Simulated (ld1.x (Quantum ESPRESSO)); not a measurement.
# Plane-wave convergence, RRKJ potential for Cr

ld1.x (Quantum ESPRESSO) 7.5 input, shortened:

```
&input
   title='Cr', zed=24., rel=1, dft='REVPBE', iswitch=3,
   config='[Ar] 3d3 4s0 4p0'
 /
 &inputp
   pseudotype=2, tm=.false., lloc=0,
   nlcc=.false.
 /
3
3P  2  1   6.00   0.00  1.55  1.55  0.0
3D  3  2   3.00   0.00  1.35  1.35  0.0
3S  1  0   2.00   0.00  0.95  0.95  0.0
 &test
   configts(1)='3s2 3p6 3d3 4s0 4p0'
 /
```

The pseudo-atom Hamiltonian at the reference potential is diagonalised in spherical Bessel functions j_l(qr) that vanish at 20 bohr, with q² up to the cutoff. All-electron valence levels (Ry): 3p -6.1527, 4p -1.6674, 3d -2.8684, 3s -8.2860, 4s -2.1262.

Question: How do the lowest levels (Ry) of each channel move with the cutoff, and are there ghosts?

Answer:

```csv
cutoff (Ry),p #1,p #2,d #1,d #2,s #1,s #2,f #1,Σ f·Δε (mRy)
8,-3.9913,-1.2936,-1.4413,-0.6873,-7.4806,-1.9690,-0.6437,18860.9
15,-5.3130,-1.5157,-1.6304,-0.7568,-7.6026,-2.0375,-0.6470,10119.4
21,-5.7730,-1.5921,-1.8101,-0.8154,-7.6745,-2.0413,-0.6477,6676.8
35,-6.1287,-1.6597,-2.1900,-0.9146,-7.9959,-2.0844,-0.6482,2760.0
50,-6.1522,-1.6664,-2.6223,-0.9960,-8.2146,-2.1233,-0.6483,884.4
60,-6.1527,-1.6668,-2.7654,-1.0180,-8.2509,-2.1315,-0.6483,379.6
90,-6.1527,-1.6669,-2.8673,-1.0329,-8.2621,-2.1350,-0.6483,51.5
120,-6.1527,-1.6669,-2.8682,-1.0330,-8.2738,-2.1361,-0.6483,25.1
180,-6.1528,-1.6670,-2.8684,-1.0331,-8.2851,-2.1379,-0.6483,1.9
230,-6.1528,-1.6670,-2.8684,-1.0331,-8.2854,-2.1379,-0.6483,1.4
350,-6.1528,-1.6670,-2.8684,-1.0331,-8.2860,-2.1380,-0.6483,0.0
400,-6.1528,-1.6670,-2.8684,-1.0331,-8.2860,-2.1380,-0.6483,0.0
```

Result: no extra level below or beside the all-electron valence levels (p, d, s, f tested); 10 mRy is reached at 140 Ry and 1 mRy at 260 Ry.
